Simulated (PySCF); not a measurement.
C4H10Cd, charge -1, doublet, geometry from GFN2-xTB (such geometries of metal compounds can be far from the true shape) (a state made from the parent by changing its charge; the spin is typed, not shown lowest) (core potentials on Cd) (in this run its highest filled SCF level lies above zero, so its values depend strongly on the basis, on diffuse functions most of all); DF-B3LYP/def2-SV(P) (PySCF).

The PySCF input:
```python
from pyscf import gto, scf, dft

mol = gto.Mole()
mol.atom = '''
    Cd    0.618715    0.173859    0.120915
    C    -1.055967   -0.769512    2.040498
    C    -0.762210   -2.267040    2.103671
    H    -2.081399   -0.640629    1.643841
    H    -1.083868   -0.383740    3.077677
    H     0.209031   -2.454982    2.574674
    H    -0.734396   -2.700126    1.096369
    H    -1.509695   -2.849936    2.680170
    C    -0.468409    0.341747   -2.361739
    C    -1.012049    1.767516   -2.429070
    H    -1.330830   -0.352176   -2.374077
    H     0.089588    0.144941   -3.297286
    H    -0.195262    2.493442   -2.510598
    H    -1.583763    2.007905   -1.524379
    H    -1.685915    1.953805   -3.290474
'''
mol.basis = 'def2-sv(p)'
mol.ecp = {'Cd': 'def2-sv(p)'}
mol.charge = -1
mol.spin = 1
mol.verbose = 4
mol.build()

mf = dft.UKS(mol)
mf.xc = 'b3lyp'
mf.level_shift = 0.5
mf.max_cycle = 100
mf = mf.density_fit(auxbasis='def2-universal-jkfit')
mf.kernel()
```

The log (banner, timings and long lists left out):

```
PySCF version 2.14.0

[INPUT] verbose = 4
[INPUT] num. atoms = 15
[INPUT] num. electrons = 55
[INPUT] charge = -1
[INPUT] spin (= nelec alpha-beta = 2S) = 1
[INPUT] symmetry False subgroup None
[INPUT] Mole.unit = angstrom
[INPUT] Symbol           X                Y                Z      unit          X                Y                Z       unit  Magmom
[INPUT]  1 Cd     0.618715000000   0.173859000000   0.120915000000 AA    1.169201899160   0.328545894291   0.228496234352 Bohr   0.0
[INPUT]  2 C     -1.055967000000  -0.769512000000   2.040498000000 AA   -1.995488426579  -1.454166929566   3.855982377723 Bohr   0.0
[INPUT]  3 C     -0.762210000000  -2.267040000000   2.103671000000 AA   -1.440368149405  -4.284084713434   3.975362046190 Bohr   0.0
[INPUT]  4 H     -2.081399000000  -0.640629000000   1.643841000000 AA   -3.933274065944  -1.210613357454   3.106409282331 Bohr   0.0
[INPUT]  5 H     -1.083868000000  -0.383740000000   3.077677000000 AA   -2.048213675180  -0.725163503041   5.815966629873 Bohr   0.0
[INPUT]  6 H      0.209031000000  -2.454982000000   2.574674000000 AA    0.395011341544  -4.639243620737   4.865428720038 Bohr   0.0
[INPUT]  7 H     -0.734396000000  -2.700126000000   1.096369000000 AA   -1.387807306976  -5.102498641817   2.071837141463 Bohr   0.0
[INPUT]  8 H     -1.509695000000  -2.849936000000   2.680170000000 AA   -2.852910081625  -5.385598512538   5.064787267276 Bohr   0.0
[INPUT]  9 C     -0.468409000000   0.341747000000  -2.361739000000 AA   -0.885164724281   0.645808233892  -4.463039887704 Bohr   0.0
[INPUT] 10 C     -1.012049000000   1.767516000000  -2.429070000000 AA   -1.912495434640   3.340121160787  -4.590277037397 Bohr   0.0
[INPUT] 11 H     -1.330830000000  -0.352176000000  -2.374077000000 AA   -2.514904218355  -0.665516187645  -4.486355328629 Bohr   0.0
[INPUT] 12 H      0.089588000000   0.144941000000  -3.297286000000 AA    0.169296784048   0.273898794221  -6.230967494363 Bohr   0.0
[INPUT] 13 H     -0.195262000000   2.493442000000  -2.510598000000 AA   -0.368991702535   4.711922487488  -4.744342628881 Bohr   0.0
[INPUT] 14 H     -1.583763000000   2.007905000000  -1.524379000000 AA   -2.992878316220   3.794390534145  -2.880658820038 Bohr   0.0
[INPUT] 15 H     -1.685915000000   1.953805000000  -3.290474000000 AA   -3.185917619296   3.692156350806  -6.218094680002 Bohr   0.0

nuclear repulsion = 215.06106484587
number of shells = 54
number of NR pGTOs = 186
number of NR cGTOs = 100
basis = def2-sv(p)
ecp = {'Cd': 'def2-sv(p)'}

******** <class 'pyscf.df.df_jk.DFUKS'> ********
method = DFUKS
initial guess = minao
damping factor = 0
level_shift factor = 0.5
DIIS = <class 'pyscf.scf.diis.CDIIS'>
diis_start_cycle = 1
diis_space = 8
diis_damp = 0
SCF conv_tol = 1e-09
SCF conv_tol_grad = None
SCF max_cycles = 100
direct_scf = False
number electrons alpha = 28  beta = 27
XC library pyscf.dft.libxc version 7.1.2
    S. Lehtola, C. Steigemann, M. J. T. Oliveira, and M. A. L. Marques,  SoftwareX 7, 1–5 (2018)
XC functionals = b3lyp
    P. J. Stephens, F. J. Devlin, C. F. Chabalowski, and M. J. Frisch,  J. Phys. Chem. 98, 11623 (1994)
radial grids:
    Treutler-Ahlrichs [JCP 102, 346 (1995); DOI:10.1063/1.469408] (M4) radial grids

becke partition: Becke, JCP 88, 2547 (1988); DOI:10.1063/1.454033
pruning grids: <function nwchem_prune>
grids dens level: 3
symmetrized grids: False
atomic radii adjust function: <function treutler_atomic_radii_adjust>
small_rho_cutoff = 0
Set gradient conv threshold to 3.16228e-05
tot grids = 176944
******** <class 'pyscf.df.df.DF'> ********
auxbasis = def2-universal-jkfit
init E= -311.730828324212

cycle= 1 E= -325.364335115633  delta_E= -13.6  |g|=  1.1  |ddm|= 3.19
cycle= 2 E= -325.877454278033  delta_E= -0.513  |g|= 0.614  |ddm|= 2.22
cycle= 3 E= -325.994006730495  delta_E= -0.117  |g|= 0.192  |ddm|= 0.546
cycle= 4 E= -326.01252877484  delta_E= -0.0185  |g|= 0.059  |ddm|= 0.187
cycle= 5 E= -326.016215199867  delta_E= -0.00369  |g|= 0.0284  |ddm|= 0.107
cycle= 6 E= -326.017907380134  delta_E= -0.00169  |g|= 0.0195  |ddm|= 0.0739
cycle= 7 E= -326.018982921908  delta_E= -0.00108  |g|= 0.0153  |ddm|= 0.0596
cycle= 8 E= -326.019721860053  delta_E= -0.000739  |g|= 0.0117  |ddm|= 0.05
cycle= 9 E= -326.020182185718  delta_E= -0.00046  |g|= 0.00938  |ddm|= 0.0392
cycle= 10 E= -326.020471436138  delta_E= -0.000289  |g|= 0.00742  |ddm|= 0.0312
cycle= 11 E= -326.020656654479  delta_E= -0.000185  |g|= 0.00611  |ddm|= 0.0262
cycle= 12 E= -326.020768033049  delta_E= -0.000111  |g|= 0.0049  |ddm|= 0.0203
cycle= 13 E= -326.020836976744  delta_E= -6.89e-05  |g|= 0.00387  |ddm|= 0.0165
cycle= 14 E= -326.020878141653  delta_E= -4.12e-05  |g|= 0.00302  |ddm|= 0.013
cycle= 15 E= -326.020902510737  delta_E= -2.44e-05  |g|= 0.00239  |ddm|= 0.0102
cycle= 16 E= -326.020917267947  delta_E= -1.48e-05  |g|= 0.00179  |ddm|= 0.00804
cycle= 17 E= -326.020925822106  delta_E= -8.55e-06  |g|= 0.00142  |ddm|= 0.00624
cycle= 18 E= -326.020930923597  delta_E= -5.1e-06  |g|= 0.00108  |ddm|= 0.0049
cycle= 19 E= -326.020933936745  delta_E= -3.01e-06  |g|= 0.000828  |ddm|= 0.00385
cycle= 20 E= -326.020935700822  delta_E= -1.76e-06  |g|= 0.000634  |ddm|= 0.003
cycle= 21 E= -326.020936724582  delta_E= -1.02e-06  |g|= 0.000487  |ddm|= 0.00232
cycle= 22 E= -326.020937330195  delta_E= -6.06e-07  |g|= 0.000371  |ddm|= 0.00181
cycle= 23 E= -326.020937684409  delta_E= -3.54e-07  |g|= 0.000282  |ddm|= 0.00141
cycle= 24 E= -326.020937891672  delta_E= -2.07e-07  |g|= 0.000217  |ddm|= 0.00108
cycle= 25 E= -326.020938014292  delta_E= -1.23e-07  |g|= 0.000166  |ddm|= 0.000843
cycle= 26 E= -326.020938087986  delta_E= -7.37e-08  |g|= 0.000126  |ddm|= 0.000663
cycle= 27 E= -326.020938130993  delta_E= -4.3e-08  |g|= 9.8e-05  |ddm|= 0.000511
cycle= 28 E= -326.020938156928  delta_E= -2.59e-08  |g|= 7.48e-05  |ddm|= 0.0004
cycle= 29 E= -326.020938172395  delta_E= -1.55e-08  |g|= 5.72e-05  |ddm|= 0.000313
cycle= 30 E= -326.020938181608  delta_E= -9.21e-09  |g|= 4.41e-05  |ddm|= 0.000244
cycle= 31 E= -326.020938187106  delta_E= -5.5e-09  |g|= 3.41e-05  |ddm|= 0.00019
cycle= 32 E= -326.020938190395  delta_E= -3.29e-09  |g|= 2.63e-05  |ddm|= 0.000148
cycle= 33 E= -326.020938192356  delta_E= -1.96e-09  |g|= 2.04e-05  |ddm|= 0.000115
cycle= 34 E= -326.020938193532  delta_E= -1.18e-09  |g|= 1.56e-05  |ddm|= 8.96e-05
cycle= 35 E= -326.020938194217  delta_E= -6.86e-10  |g|= 1.22e-05  |ddm|= 6.92e-05
Extra cycle  E= -326.020938195104  delta_E= -8.86e-10  |g|= 9.3e-06  |ddm|= 0.00018
converged SCF energy = -326.020938195104  <S^2> = 0.76294039  2S+1 = 2.0128988
```
